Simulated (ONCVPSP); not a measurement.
Configuration tests for Hg (Z = 80) (ONCV)

mercury, optimised norm-conserving Vanderbilt (ONCV), made with ONCVPSP 4.0.1 (LDA (Perdew-Wang 92), scalar-relativistic). Core [Kr] 4d10 4f14, reference 5s2 5p6 5d10 6s2. Waves: 5s+6s: rc 1.55 bohr, ncon 3, nbas 7, qcut 9.8 1/bohr, 2 projectors; 5p: rc 1.10 bohr, ncon 4, nbas 9, qcut 7.2 1/bohr, 2 projectors, debl 2.5 Ha; 5d: rc 1.25 bohr, ncon 5, nbas 8, qcut 8 1/bohr, 2 projectors, debl 3 Ha. Local part: polynomial inside 0.75 bohr (lpopt 5, dvloc0 6 Ha). Core correction: Teter function, fcfact 4.75, rcfact 1.15.

Energies are relative to the spin-unpolarised reference configuration 5s2 5p6 5d10 6s2; without spin polarisation the order of configurations can differ from experiment.

```
valence configuration  charge  ΔE all-electron (eV)  error AE − PS (meV)
     5s2 5p6 5d10 6s0      +2                30.432                  -14
  5s2 5p6 5d9 6s2 6p1       0                10.364                 -0.6
```

(1) What are ΔE and the potential's error for 5s2 5p6 5d9 6s0?

(2) What are ΔE and the potential's error for 5s2 5p6 5d10 6s1?

Levels in the configuration 5s2 5p6 5d10 6s0:

```tsv
level	all-electron (eV)	pseudo (eV)
5s	-137.874	-137.932
5p	-86.110	-86.133
5d	-29.075	-29.074
```

Note: ghosts flagged at negative energy: s at -190.8 eV; GHOST(+) flagged for p at 250.0 eV. A true bound ghost makes a file unfit for plane-wave use.

Results:

(1) ΔE = 66.249 eV all-electron; the error (AE − PS) is -22 meV.

(2) ΔE = 11.042 eV all-electron; the error (AE − PS) is -4.2 meV.
